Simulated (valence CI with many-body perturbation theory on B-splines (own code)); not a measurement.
Hyperfine factors and g values of Bi⁶¹⁺

Calculated by valence CI with perturbative core correlation (CI+MBPT): four valence electrons over a frozen Dirac-Fock core [Ar], a basis of 9 s, 9 p, 10 d, 8 f, 5 g, 3 h, 1 i functions for each j, with the one-electron correlation potential Σ1 (screened to all orders), the two-electron term Σ2, the three-electron term Σ3, Breit, model QED; selected single and double excitations, second order for the rest (own B-spline code, finite nucleus).

No measured spectrum was set against this ion. As an estimate, large intervals hold to a few tenths of a per cent, small ones and those within an open d or f shell to about a per cent. The list stops below the first excitations out of the core. Only levels of the ground parity were solved; by the run's estimate the other parity begins above the list, which can be wrong where configurations are misplaced.

A/g_I is the dipole constant over the nuclear g factor μ/I (μ in nuclear magnetons, uniformly magnetised nucleus), B/Q the quadrupole constant per barn. Both hold the static response of the core; the bare values leave it out. Large factors of s and p1/2 electrons are usually good to 5 to 10 %; those of open d and f shells near neutrality can be off by tens of per cent, and small factors of p3/2, d and f electrons come from cancelling terms and can be off by a factor of two or in sign, in half-filled shells by more. B is blank for J = 1/2, where it vanishes, and for nearly pure S terms. Energies count from the lowest level. Levels with J = 0 are left out.

Levels are named by their leading jj configuration (3d3/2^4 stands for four electrons in 3d with j = 3/2), which in mixed levels can hold well under half, so a name can repeat and another be missing. Letters in brackets count levels of one name in rising energy.

```tsv
Level	E (eV)	g	A/g_I (MHz)	A/g_I bare	B/Q (MHz/b)	B/Q bare
(3d3/2^3 3d5/2) J=1	115.31	1.487	-13300	-11000	27200	27300
(3d3/2^3 3d5/2) J=4	128.43	1.048	96700	97100	10100	9840
(3d3/2^3 3d5/2) J=2	133.50	1.170	66700	67700	99000	99800
(3d3/2^3 3d5/2) J=3	137.07	1.091	87700	88300	80800	81300
(3d3/2^2 3d5/2^2) J=2 [a]	240.23	1.317	19700	21200	47800	48200
(3d3/2^2 3d5/2^2) J=4 [a]	243.44	1.128	77200	78000	-37400	-37900
(3d3/2^2 3d5/2^2) J=3 [a]	246.10	1.185	59600	60600	15800	15900
(3d3/2^2 3d5/2^2) J=5	249.38	1.075	86900	87500	77800	78200
(3d3/2^2 3d5/2^2) J=6	252.29	1.059	93000	93500	99600	100000
(3d3/2^2 3d5/2^2) J=1	256.88	1.031	106000	107000	17400	17500
(3d3/2^2 3d5/2^2) J=3 [b]	259.18	1.040	101000	102000	15600	15700
(3d3/2^2 3d5/2^2) J=4 [b]	259.94	1.024	99500	99900	-22300	-22300
(3d3/2^2 3d5/2^2) J=2 [b]	262.59	1.064	91300	91900	46800	47100
(3d3/2^2 3d5/2^2) J=2 [c]	277.52	0.951	123000	123000	-11700	-11800
```

Take the isotope of mass number 209, with I = 9/2, μ = 4.092 μN, leaving out the quadrupole term. What is the hyperfine structure of (3d3/2^3 3d5/2) J=4?

From the table A = 87900 MHz. Shifts from the centre of gravity in MHz: F = 1/2: -1930000, F = 3/2: -1800000, F = 5/2: -1580000, F = 7/2: -1270000, F = 9/2: -879000, F = 11/2: -396000, F = 13/2: 176000, F = 15/2: 835000, F = 17/2: 1580000.
